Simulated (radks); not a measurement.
The praseodymium ion Pr8+ is in [Kr] 4d10 5s2 5p3. All-electron calculation, scalar-relativistic Kohn-Sham, BLYP, spin-polarised, spherical densities, finite nucleus; Fermi nuclear charge, rms radius of each element as measured or else 0.836 A^(1/3) + 0.57 fm. Program: a radial shooting solver on a logarithmic mesh with Libxc functionals. Open shells are filled with parallel spins first. One electron is removed from 5s, 4p, 4d, 5p in turn, with full relaxation. Which removal costs least, and what does each cost?

Answer. 5p 129.37 eV; 5s 148.95 eV; 4d 248.39 eV; 4p 355.55 eV. The 5p electron leaves first.
